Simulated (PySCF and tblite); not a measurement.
The numbers below are computed, except where a source is named.
Molecule: 2,2-dimethyl-1,3-propanediamine, C5H14N2, numbered as in [CH3:1][C:2]([CH3:3])([CH2:4][NH2:5])[CH2:6][NH2:7].

The mean out-of-plane torsion at N5 (0° is planar) is held and the rest relaxed at GFN2-xTB. Energies: revPBE/pcSseg-1 + D3(BJ). (tblite 0.8, PySCF 2.14.)

Problem. Give the DFT energy and dipole along the out-of-plane angle.

Solution. 
```csv
out-of-plane angle °,E kcal/mol,dipole D
-44,1.31,2.08
-36,0.31,1.78
-27,1.52,1.47
-14,3.81,1.21
0,5.29,1.17
14,4.75,1.64
27,1.83,2.25
36,0.00,2.76
44,0.57,3.19
```

Problem. Where is the lowest sampled point, and what does the planar form cost?

Solution. At 36°; the point at 0° lies 5.29 kcal/mol above it.
